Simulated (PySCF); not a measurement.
C5H10O2.
Numbering: `[CH3:1][O:2][C:3](=[O:4])[CH:5]([CH3:6])[CH3:7]` (hydrogens: H8, H9, H10 on C1; H11 on C5; H12, H13, H14 on C6; H15, H16, H17 on C7)

Computed geometry: GFN2-xTB, gas phase.

Question: What internal coordinates does the optimisation give?

Answer: 
```
                   bond  length (Å)
                  C1–O2       1.421
                  O2–C3       1.340
                  C3=O4       1.202
                  C3–C5       1.517
           C5–C6, C5–C7       1.529
   C1–H8, C1–H9, C1–H10       1.090
                 C5–H11       1.093
C6–H12 and 5 like bonds       1.087
```

Bonds in one row agree within 0.01 Å and their mean is given. A selection of angles:
```
     angle  degrees
  O2–C1–H8    110.3
 O2–C1–H10    106.3
  H8–C1–H9    108.7
 H8–C1–H10    110.7
  C1–O2–C3    116.3
  O2–C3–O4    123.4
  O2–C3–C5    110.8
  O4–C3–C5    125.8
  C3–C5–C6    110.2
  C3–C5–C7    107.5
 C3–C5–H11    108.0
  C6–C5–C7    111.4
 C6–C5–H11    110.7
 C7–C5–H11    108.9
 C5–C6–H12    110.4
 C5–C6–H14    110.5
H12–C6–H13    109.1
H13–C6–H14    108.2
```

Dihedral angles: C1–O2–C3–O4 -1° (synperiplanar); O2–C3–C5–C6 152° (antiperiplanar). The mirror-image conformer, all signs reversed, is as good.

Of the pairs four or more bonds apart, O4···H8 is among the closest relative to their van der Waals radii: 2.55 Å, 94 % of the sum of Bondi's values. The C–O distances run from 1.202 Å (C3=O4, drawn double) to 1.421 Å (C1–O2, drawn single), a spread of 0.219 Å.

Point group: C1 (no symmetry element, even within 0.4 Å). Not checked by GFN2-xTB frequencies. The numbers are those of one conformer.
